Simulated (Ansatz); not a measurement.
C2H4B2 (`BC1=CB1`), relaxed with RKS PBE-D4/def2-SVP in Ansatz 0.2.0 from a rough embedded geometry. The force threshold is 0.03 eV/Å; the program also tests the step.

Charge 0, multiplicity 1.

Start:

```xyz
8

B     1.421    0.371    0.454
C     0.033    0.022    0.004
C    -1.332    0.148    0.180
B    -0.920   -0.710   -0.854
H     1.668    1.072    1.366
H     2.418   -0.067   -0.138
H    -2.198    0.584    0.787
H    -1.091   -1.421   -1.798
```

| step | energy (eV) | largest force (eV/Å) | largest move (Å) |
| --- | --- | --- | --- |
| 1 | -3480.8686 | 3.084 | 0.000 |
| 2 | -3481.1428 | 1.146 | 0.097 |
| 3 | -3481.2573 | 0.332 | 0.200 |
| 4 | -3481.3359 | 0.752 | 0.196 |
| 5 | -3481.4364 | 1.027 | 0.200 |
| 6 | -3481.5875 | 0.993 | 0.199 |
| 7 | -3481.7287 | 0.735 | 0.200 |
| 8 | -3481.8227 | 0.283 | 0.200 |
| 9 | -3481.8426 | 0.189 | 0.200 |
| 10 (rejected) | -3481.7452 | 0.941 | 0.200 |
| 11 | -3481.8674 | 0.073 | 0.100 |
| 12 | -3481.8771 | 0.155 | 0.098 |
| 13 | -3481.8811 | 0.188 | 0.063 |
| 14 | -3481.8842 | 0.143 | 0.031 |
| 15 | -3481.8848 | 0.156 | 0.051 |
| 16 | -3481.8921 | 0.099 | 0.092 |
| 17 | -3481.8928 | 0.086 | 0.009 |
| 18 | -3481.8975 | 0.226 | 0.196 |
| 19 | -3481.9026 | 0.374 | 0.174 |
| 20 | -3481.9175 | 0.203 | 0.031 |
| 21 | -3481.9256 | 0.112 | 0.062 |
| 22 | -3481.9266 | 0.050 | 0.042 |
| 23 | -3481.9271 | 0.019 | 0.013 |

End:

```xyz
8

B     1.235    0.194    0.354
C    -0.175    0.609    0.410
C    -1.457    0.392    0.032
B    -0.537   -0.601   -0.526
H     1.669   -0.562    1.202
H     1.964    0.671   -0.496
H    -2.429    0.867    0.204
H    -0.270   -1.569   -1.180
```

It took 18 s on 2 threads of an AMD EPYC 7B13 on a shared host, with 0.15 GiB of host memory at the peak.
